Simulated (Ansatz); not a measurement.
Relaxation of Be₂F₃ with UKS r2SCAN-D4/def2-TZVP.

```sh
$ ansatz run in.yaml --threads 4 --pin off --events-out ev --progress --plain --max-ram 3916MiB
```

```yaml
crystal:
  periodic: [false, false, false]
  atoms:
    - {symbol: Be, position_ang: [-1.430580, 0.603270, -0.052160]}
    - {symbol: Be, position_ang: [0.536740, -0.226280, 0.019830]}
    - {symbol: F, position_ang: [-0.883870, -0.817080, -0.269120]}
    - {symbol: F, position_ang: [-0.044790, 1.211270, 0.233970]}
    - {symbol: F, position_ang: [1.822480, -0.771170, 0.067480]}
basis:
  gaussian: {orbitals: def2-TZVP}
magnetization: {spin_polarized: true, initial_magnetization: 1}
hamiltonian: {xc: r2scan, dispersion: d4}
scf: {lower_state_search: "off"}
output: {orbitals: {seedname: orbitals}}
relax: {f_tol: 0.02, max_steps: 100}
```

Run time 8 s (4 threads of Arm Neoverse V1 on a shared host).

Positions (Å) and forces (eV/Å) at steps 1, 2, 3, 4, 5 of 5:

```xyz
5
step=1 energy=-8959.0985 eV
Be   -1.431    0.603   -0.052   -0.926    0.414   -0.030
Be    0.537   -0.226    0.020    0.653   -0.269    0.023
F    -0.884   -0.817   -0.269    0.344   -0.122    0.019
F    -0.045    1.211    0.234    0.304   -0.182    0.002
F     1.822   -0.771    0.067   -0.375    0.159   -0.014
5
step=2 energy=-8959.1234 eV
Be   -1.454    0.614   -0.054   -0.504    0.228   -0.015
Be    0.549   -0.231    0.020    0.258   -0.107    0.014
F    -0.877   -0.807   -0.265    0.151   -0.258   -0.035
F    -0.047    1.198    0.232    0.271    0.061    0.043
F     1.829   -0.774    0.068   -0.175    0.075   -0.008
5
step=3 energy=-8959.1330 eV
Be   -1.472    0.622   -0.054   -0.088    0.038   -0.003
Be    0.552   -0.233    0.020    0.045   -0.021    0.003
F    -0.869   -0.812   -0.265   -0.009   -0.070   -0.016
F    -0.039    1.195    0.232    0.042    0.056    0.015
F     1.827   -0.773    0.067    0.009   -0.003    0.000
5
step=4 energy=-8959.1334 eV
Be   -1.477    0.624   -0.054    0.003   -0.001    0.000
Be    0.553   -0.234    0.021    0.021   -0.009   -0.002
F    -0.869   -0.813   -0.266   -0.008   -0.003    0.000
F    -0.037    1.197    0.232   -0.004    0.008    0.002
F     1.829   -0.773    0.067   -0.011    0.005    0.000
5
step=5 energy=-8959.1334 eV
Be   -1.477    0.624   -0.055    0.000    0.000    0.001
Be    0.554   -0.234    0.020   -0.005    0.001    0.003
F    -0.869   -0.814   -0.266    0.001    0.003   -0.001
F    -0.038    1.197    0.233   -0.002   -0.002   -0.002
F     1.829   -0.773    0.068    0.006   -0.002   -0.001
```

The relaxation made no stability test and no search for a lower SCF solution. The structure comes from a short search, and lower isomers may exist.
